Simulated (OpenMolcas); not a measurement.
**What dynamic correlation does to the levels of Ta²⁺**

```json
{
 "Program": "OpenMolcas",
 "Basis": "ANO-RCC-VTZP [8s7p5d3f2g1h]",
 "Scalar Hamiltonian": "DKH2, point nucleus",
 "Active space": "3 electrons in 5 orbitals (5d)",
 "State averaging": "2S+1 = 4 even, 10 roots; 2S+1 = 2 even, 40 roots kept (CI in the orbitals of an earlier block)",
 "Spin-orbit coupling": "state interaction with AMFI integrals over the reference wave functions, term energies averaged over their components"
}
```

Methods on the same reference wave functions:
A. CASSCF
B. SS-CASPT2, IPEA 0.25 Eh, imaginary shift 0.1 Eh (closed shells correlated: 5s 5p)
C. MS-CASPT2, IPEA 0.25 Eh, imaginary shift 0.1 Eh (closed shells correlated: 5s 5p)

Energies in eV above 5d³ ⁴F_3/2.

```
        Level       A       B       C
   5d³ ⁴F_3/2  0.0000  0.0000  0.0000
   5d³ ⁴F_5/2  0.2887   0.315   0.321
   5d³ ⁴F_7/2  0.5946   0.619   0.626
   5d³ ⁴F_9/2  0.8810   0.875   0.884
   5d³ ²G_7/2  1.8112   1.567   1.573
   5d³ ⁴P_5/2  1.9651   1.804   1.801
  5d³ ²H_11/2  2.5426   2.261   2.344
5d³ ²D_5/2(1)  2.7915   2.342   2.370
   5d³ ²F_7/2  3.6548   3.082   3.089
   5d³ ²F_5/2  3.6896   3.094   3.106
5d³ ²D_5/2(2)  5.5317   4.666   4.655
5d³ ²D_3/2(2)  5.5831   4.691   4.728
```

Between B and C the level of the table that moves most is 5d³ ²H_11/2, by 670 cm-1 (lowest in B, highest in C). Moves below CASPT2's spread within the term are not significant.

From A to B the spin-free energies of the other terms of 5d³ shown, above ⁴F, scale by factors of 0.74 to 0.86, as is usual when dynamic correlation screens the repulsion within a d or f shell.

The lowest spin-free term lies below A's lowest term by 0.243 hartree in B, 0.243 hartree in C.

CASPT2 does not keep the components of a term degenerate, so their means are used; among the terms shown or strongly mixed into the levels shown the widest spread is 2200 cm-1 (5d³ ²H, B). Configurations with an s electron lie low in 5d ions of this charge, fall among these levels and mix in, so low-spin terms can stand far too high, up to twice their true height, and weights are not those of the real levels. Terms from blocks run as CI alone lack orbitals of their own. Without dynamic correlation excited terms often stand tens of per cent too high (terms of higher spin than the ground term too low), and those without a measured partner can miss by more than the paired ones (holds for A). The CASPT2 spread within a term exceeds the gap to the next term for 5d³ ²D(1) and 5d³ ²H, so the order of their levels is uncertain (holds for B). Levels of configurations outside the active space are missing. The table leaves out levels that lie high or whose names do not pair safely across all columns.

A number in round brackets counts repeated terms of one configuration in the order of the reference energies.
